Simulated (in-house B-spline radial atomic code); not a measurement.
Successive ionisation energies of cobalt; each step leads to the configuration of the next row (after the last: bare). NIST's values go from ground level to ground level; the uncertainty of those that are theory runs from under 0.1 % in few-electron ions to several per cent in heavy many-electron ones. Computed with a B-spline radial code for spherical atoms: non-relativistic Hartree-Fock, average of the configuration, point nuclei.

```csv
ion,configuration,ionisation energy (eV),tabulated value (eV),tabulated kind,computed minus tabulated (eV),highest orbital,largest mean radius (bohr)
Co11+,[Ne] 3s2 3p4,337.4,336.1,semi-empirical,1,3p,0.69262
Co12+,[Ne] 3s2 3p3,?,?,semi-empirical,?,?,?
Co13+,[Ne] 3s2 3p2,404.5,410,semi-empirical,-5,3p,0.67425
Co14+,[Ne] 3s2 3p1,439.4,441.1,semi-empirical,-2,3p,0.66546
Co15+,[Ne] 3s2,504.2,511.96,semi-empirical,-8,3s,0.65691
Co16+,[Ne] 3s1,?,?,semi-empirical,?,?,?
Co17+,[He] 2s2 2p6,1397.0,1397.2,measured,0,2p,0.25319
Co18+,[He] 2s2 2p5,1500.7,1504.5,measured,-4,2p,0.2501
Co19+,[He] 2s2 2p4,1607.1,1606,semi-empirical,1,2p,0.24707
Co20+,[He] 2s2 2p3,1716.4,1724,semi-empirical,-8,2p,0.2441
Co21+,[He] 2s2 2p2,1828.6,1844,semi-empirical,-15,2p,0.2412
Co22+,[He] 2s2 2p1,1943.6,1960.8,semi-empirical,-17,2p,0.23836
Co23+,[He] 2s2,2089.2,2119.4,semi-empirical,-30,2s,0.23558
Co24+,[He] 2s1,?,?,tabulated theory,?,?,?
Co25+,1s2,9462.4,9544.182,tabulated theory,-82,1s,0.056339
Co26+,1s1,9918.6,10012.13,tabulated theory,-94,1s,0.055556
```

(1) Fill in the row of Co12+.

(2) Fill in the row of Co16+.

(3) Fill in the row of Co24+.

(4) Where is the largest jump?

(5) How far is this level of theory from the measured and semi-empirical values?

Results:

(1) ionisation energy (eV): 370.5; tabulated value (eV): 378.5; computed minus tabulated (eV): -8; highest orbital: 3p; largest mean radius (bohr): 0.6833.

(2) ionisation energy (eV): 541.5; tabulated value (eV): 546.588; computed minus tabulated (eV): -5; highest orbital: 3s; largest mean radius (bohr): 0.64752.

(3) ionisation energy (eV): 2194.0; tabulated value (eV): 2218.876; computed minus tabulated (eV): -25; highest orbital: 2s; largest mean radius (bohr): 0.23303.

(4) From Co24+ to Co25+, by a factor of 4.31 (2194 to 9462.4 eV); the highest orbital goes from 2s to 1s.

(5) Over those 13 rows the differences run from -30.2 to +1.34 eV (mean absolute value 8.1 eV). The calculation leaves out relativity, correlation and, in open shells, the multiplet splittings that an average leaves out.
